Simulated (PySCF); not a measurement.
# Bond length, frequency and bond energy of SbSe by level of theory

State: ²Π (doublet), unpaired electrons π ↑. Set-up: Sb def2-SVP with ECP28, Se def2-SVP; scalar-relativistic core potentials (PySCF 2.14). De refers to Sb + Se in their high-spin ground configurations, without counterpoise correction. The functionals are run spin-unrestricted. A positive dipole means Sb(−)Se(+). Levels whose curve was spin-contaminated or gave no clean fit are not listed.

| Level | Re (Å) | ωe (cm⁻¹) | De (eV) | μ (D) |
| --- | --- | --- | --- | --- |
| PBE | 2.379 | 319 | 3.51 | -1.73 |
| TPSS | 2.371 | 323 | 3.38 | -1.83 |
| r²SCAN | 2.357 | 332 | 3.13 | -1.92 |
| PBE0 | 2.346 | 340 | 3.04 | -1.98 |
| B97-3 | 2.357 | 339 | 3.10 | -2.12 |

The bond length runs from 2.346 Å (PBE0) to 2.379 Å (PBE). De spans 3.04 eV (PBE0, global hybrid GGA) to 3.51 eV (PBE, GGA).

Spin–orbit coupling is left out, which matters for elements this heavy, above all for dissociation energies. The state was picked by a PBE0 search and need not be the measured ground state.
